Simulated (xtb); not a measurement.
xtb input (GFN2-xTB):

```bash
xtb mol.xyz --gfn 2 --sp --chrg 0 --uhf 0
```
mol.xyz:
```
3

Al    -0.00000000    -0.00000000    -0.58860116
O     -0.00000000    -0.00000000    -2.18527441
Cl     0.00000000     0.00000000     1.47847120
```

End of the output:

```
         :::::::::::::::::::::::::::::::::::::::::::::::::::::
         ::                     SUMMARY                     ::
         :::::::::::::::::::::::::::::::::::::::::::::::::::::
         :: total energy              -9.768317841432 Eh    ::
         :: gradient norm              0.031795827994 Eh/a0 ::
         :: HOMO-LUMO gap              3.432981296022 eV    ::
         ::.................................................::
         :: SCC energy                -9.802409985700 Eh    ::
         :: -> isotropic ES            0.058198321438 Eh    ::
         :: -> anisotropic ES          0.010832724274 Eh    ::
         :: -> anisotropic XC         -0.009618973448 Eh    ::
         :: -> dispersion             -0.001406681922 Eh    ::
         :: repulsion energy           0.034092144268 Eh    ::
         :: add. restraining           0.000000000000 Eh    ::
         :: total charge              -0.000000000000 e     ::
         :::::::::::::::::::::::::::::::::::::::::::::::::::::

           -------------------------------------------------
          |                Property Printout                |
           -------------------------------------------------

    * Orbital Energies and Occupations

         #    Occupation            Energy/Eh            Energy/eV
      -------------------------------------------------------------
         1        2.0000           -1.0837239             -29.4896
         2        2.0000           -0.6227771             -16.9466
         3        2.0000           -0.5260993             -14.3159
         4        2.0000           -0.4916717             -13.3791
         5        2.0000           -0.4916717             -13.3791
         6        2.0000           -0.4474852             -12.1767
         7        2.0000           -0.4337987             -11.8043
         8        2.0000           -0.4337987             -11.8043 (HOMO)
         9                         -0.3076390              -8.3713 (LUMO)
        10                         -0.1758734              -4.7858
Note: The following floating-point exceptions are signalling: IEEE_UNDERFLOW_FLAG IEEE_DENORMAL
normal termination of xtb
        11                         -0.1758734              -4.7858
        12                         -0.1458024              -3.9675
        13                         -0.1458024              -3.9675
        14                         -0.0229388              -0.6242
        15                         -0.0209208              -0.5693
        16                         -0.0209208              -0.5693
        17                         -0.0181818              -0.4948
        18                         -0.0181818              -0.4948
        19                          0.1053606               2.8670
       ...                                ...                  ...
        22                          1.2507219              34.0339
      -------------------------------------------------------------
                  HL-Gap            0.1261597 Eh            3.4330 eV
             Fermi-level           -0.3707188 Eh          -10.0878 eV

     #   Z          covCN         q      C6AA      α(0)
     1  13 Al       1.504     0.410   200.293    34.941
     2   8 O        0.735    -0.418    22.088     6.298
     3  17 Cl       0.768     0.008    98.804    15.205

 Mol. C6AA /au·bohr⁶  :        781.216705
 Mol. C8AA /au·bohr⁸  :      47528.976868
 Mol. α(0) /au        :         56.443829

Wiberg/Mayer (AO) data.
largest (>0.10) Wiberg bond orders for each atom

 ---------------------------------------------------------------------------
     #   Z sym  total        # sym  WBO       # sym  WBO       # sym  WBO
 ---------------------------------------------------------------------------
     1  13 Al   3.684 --     2 O    2.172     3 Cl   1.512
     2   8 O    2.336 --     1 Al   2.172     3 Cl   0.164
     3  17 Cl   1.675 --     1 Al   1.512     2 O    0.164
 ---------------------------------------------------------------------------

Topologies differ in total number of bonds
Writing topology from bond orders to xtbtopo.mol

molecular dipole:
                 x           y           z       tot (Debye)
 q only:        0.000       0.000       1.289
   full:        0.000       0.000       1.805       4.588
molecular quadrupole (traceless):
                xx          xy          yy          xz          yz          zz
 q only:        3.277       0.000       3.277       0.000       0.000      -6.554
  q+dip:        2.819       0.000       2.819       0.000       0.000      -5.639
   full:        5.830      -0.000       5.830       0.000       0.000     -11.661

           -------------------------------------------------
          | TOTAL ENERGY               -9.768317841432 Eh   |
          | GRADIENT NORM               0.031795827994 Eh/α |
          | HOMO-LUMO GAP               3.432981296022 eV   |
           -------------------------------------------------

------------------------------------------------------------------------
------------------------------------------------------------------------
 total:
 SCF:
```
